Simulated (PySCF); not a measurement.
C₃H₇BO₂, SMILES C1B(CC1O)O. Geometry: r2SCAN-D4/def2-SVP. The structure was generated by enumeration, and PubChem lists no compound with its InChIKey, so it may never have been made. One conformer was computed; it need not be the lowest.

Calculation: r2SCAN-D4/def2-SVP run with PySCF.

Harmonic wavenumbers (cm⁻¹): 94, 277, 305, 335, 423, 456, 519, 549, 674, 727, 868, 906, 915, 933, 992, 1049, 1087, 1159, 1174, 1184, 1236, 1323, 1373, 1381, 1412, 1492, 2965, 3037, 3043, 3121, 3125, 3810, 3833. Rotational constants (GHz): 9.534, 2.260, 1.939; symmetry number 1.

Task: Work out the zero-point energy and the ideal-gas rigid-rotor harmonic-oscillator thermochemistry at 298.15 K and 1 atm.

Result: ZPE = ½ Σ hcν = ½ × 45776 cm⁻¹ = 65.44 kcal/mol. H − E(el) = 70.05 kcal/mol. Entropy in cal/(mol K): translation 39.26, rotation 26.44, vibration 12.24, total 77.95. G − E(el) = 46.81 kcal/mol. Cp = 26.04 cal/(mol K). Modes under 150 cm⁻¹ make the vibrational entropy uncertain.
